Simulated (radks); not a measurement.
Task: Species: Rh2+. Configuration: [Kr] 4d7 (the NIST ground configuration). All-electron calculation, scalar-relativistic Kohn-Sham, r2SCAN, spin-polarised, spherical densities, finite nucleus; open shells are filled with parallel spins first (spin-orbit coupling, left out, can overturn this in heavy ions); meta-GGA in the generalised Kohn-Sham scheme; Fermi nuclear charge, rms radius 4.4945 fm; hard spherical wall at 5 bohr. Program: a radial shooting solver on a logarithmic mesh with Libxc functionals. Some entries of the table are withheld. Estimate them.

orbital  occ.  eigenvalue (hartree)  r(max) (bohr)  <r^2> (bohr^2)
1s down     1             -849.1468        0.02118        0.001439
1s up       1             -849.1462        0.02118        0.001439
2s up       1             -124.2609         0.1197         0.02373
2s down     1             -124.2347         0.1197         0.02372
2p up       3             -111.3389        0.09579         0.01870
2p down     3             -111.3197        0.09578         0.01870
3s up       1             -23.04120         0.3508          0.1738
3s down     1             -23.03466         0.3509          0.1738
3p up       3             -18.75816         0.3443          0.1766
3p down     3             -18.74883         0.3444          0.1766
3d up       5             -11.93113         0.2920          0.1640
3d down     5             -11.91128         0.2922          0.1639
4s up       1              -3.92320         0.8846           1.094
4s down     1              -3.82136         0.8810           1.087
4p up       3              -2.71329         0.9464           1.331
4p down     3              -2.60485         0.9424           1.326
4d up       5              -0.98812          1.128           2.389
4d down     2              -0.87990          1.128           2.485
5s up       0              -0.69304          2.294           6.656
5s down     0              -0.63701          2.364           6.954
5p up       0                   (1)          2.651           8.048
5p down     0                   (2)          2.715           8.315
4f up       0                   (3)            (4)           8.809
4f down     0                   (5)            (6)           9.247

Result: 
(1) 5p up eigenvalue (hartree): -0.42383
(2) 5p down eigenvalue (hartree): -0.38532
(3) 4f up eigenvalue (hartree): 0.12814
(4) 4f up r(max) (bohr): 2.989
(5) 4f down eigenvalue (hartree): 0.16134
(6) 4f down r(max) (bohr): 3.069
